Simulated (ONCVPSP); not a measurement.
**oxygen (O): excitation energies, all-electron against ONCV**

```
Element                 : O
Generator               : ONCVPSP 4.0.1
Type                    : optimised norm-conserving Vanderbilt (ONCV)
Functional              : PBE
Relativity              : scalar-relativistic
Frozen core             : [He]
Valence charge          : 6
Reference configuration : 2s2 2p4
Partial waves           : 2s: rc 0.85 bohr, ncon 4, nbas 7, qcut 6 1/bohr, 1 projector; 2p: rc 1.35 bohr, ncon 4, nbas 9, qcut 11.2 1/bohr, 1 projector
Local potential         : polynomial inside 0.75 bohr (lpopt 3, dvloc0 0 Ha)
Core correction         : Teter function, fcfact 5.5, rcfact 1.35
```

Energies are relative to the spin-unpolarised reference configuration 2s2 2p4; without spin polarisation the order of configurations can differ from experiment.

**Question.** Give the all-electron excitation energy and the error of the potential for: 2s2 2p3; 2s2 2p2; 2s2 2p1; 2s0 2p6.

**Answer.**

```tsv
valence configuration	charge	ΔE all-electron (eV)	error AE − PS (meV)
2s2 2p3	+1	16.431	+9.1
2s2 2p2	+2	50.017	+102
2s2 2p1	+3	103.885	+479
2s0 2p6	0	29.937	+60
```
